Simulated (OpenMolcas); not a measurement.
# 4d5 along the 41-electron sequence

- Program: OpenMolcas 26.06
- Method: SS-RASPT2, IPEA 0.25 Eh, imaginary shift 0.1 Eh
- Basis: ANO-RCC-VTZP
- Scalar Hamiltonian: DKH2, point nucleus
- Spin-orbit coupling: RASSI with atomic mean-field integrals over the reference wave functions, term energies averaged over their components

Active space for each ion: 5 electrons in 9 orbitals (RAS2 4d 5s; RAS3 5p, at most 2 electrons); closed shells correlated by CASPT2: 4s 4p.

Computed levels in cm-1 above 6S 5/2:

```tsv
Level	Mo+	Tc2+	Ru3+
4G 5/2	16530	20560	23670
4G 7/2	16630	20730	23930
4G 9/2	16710	20840	24090
4G 11/2	16720	20790	24030
4P 1/2	17130	23160	27110
4P 3/2	17200	22650	26370
4P 5/2	17490	22330	25880
4D 1/2	24020	24840	29230
4D 3/2	24060	25260	29800
weight of 6S in the lowest level (%)	99	99	99
```

Mixed levels, with the weight of the term that names them: Mo+ 4P 3/2 (66 %), Mo+ 4P 5/2 (66 %), Tc2+ 4P 3/2 (64 %), Tc2+ 4P 5/2 (61 %), Tc2+ 4D 3/2 (64 %), Ru3+ 4P 1/2 (72 %), Ru3+ 4P 3/2 (60 %), Ru3+ 4P 5/2 (57 %), Ru3+ 4D 1/2 (73 %), Ru3+ 4D 3/2 (59 %).

Measured, with the error of the calculation in %. Measured levels: Mo+ from NIST Handbook of Basic Atomic Spectroscopic Data.

| Level | Mo+ |
| --- | --- |
| 4G 5/2 | 15199 (+8.7) |
| 4G 7/2 | 15331 (+8.5) |
| 4G 9/2 | 15428 (+8.3) |
| 4G 11/2 | 15447 (+8.3) |

4G 5/2 changes by a factor of 1.43 over the same range, with steps per unit of Z of +4030, +3110 cm-1.

Term energies are means over components that CASPT2 splits; among the terms shown or strongly mixed into the levels shown the widest spread is 100 cm-1 (4d5 4G, Ru3+). Some high roots are left out of the spin-orbit mixing, which shifts the levels that they would mix with. Terms from blocks run as CI alone lack orbitals of their own. Configurations are named by rounded mean occupations; where the s occupation lies near a half they are strongly mixed, a name can repeat and a true partner stay unpaired (holds for Mo+). Computed and measured levels are paired by configuration, term and J; levels that our copy of the source lacks, or whose pairing is in doubt (as where it misses far off the trend of its configuration), stay unpaired and out of the deviations. Only configurations of the active space appear.
